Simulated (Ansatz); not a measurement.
Basis-set extrapolation for C₂H₇AlSSi, SMILES `[AlH2][C@H]1C[Si@@H]1S` (PBE0-D4/def2-TZVP geometry, frozen core, Ansatz 0.2.0). Multiplicity 1, RHF reference.

```json
{"": "HF", "def2-TZVPP": "-1008.230045", "def2-QZVPP": "-1008.260956"}
{"": "MP2 correlation", "def2-TZVPP": "-0.720861", "def2-QZVPP": "-0.772641"}
{"": "CCSD(T) correlation", "def2-TZVPP": "-0.814475", "def2-QZVPP": "not run"}
```

Energies in hartree. Use E(X) = E(∞) + A·exp(−7.88·√X) for Hartree–Fock and E(X) = E(∞) + B·X^(−2.97) for correlation, with X = 3 and 4, and add CCSD(T) minus MP2 of the smaller set to the MP2 limit.

Question: What is the CCSD(T) energy at the basis-set limit?

Answer: HF limit: -1008.260956 + (-0.030911) × 0.13774 = -1008.26521. MP2 limit: -0.772641 + (-0.051780) × 0.74074 = -0.81100. Higher-order term: -0.814475 − (-0.720861) = -0.09361. Total: -1009.16982 hartree, 329.0 kJ/mol below CCSD(T)/def2-TZVPP.
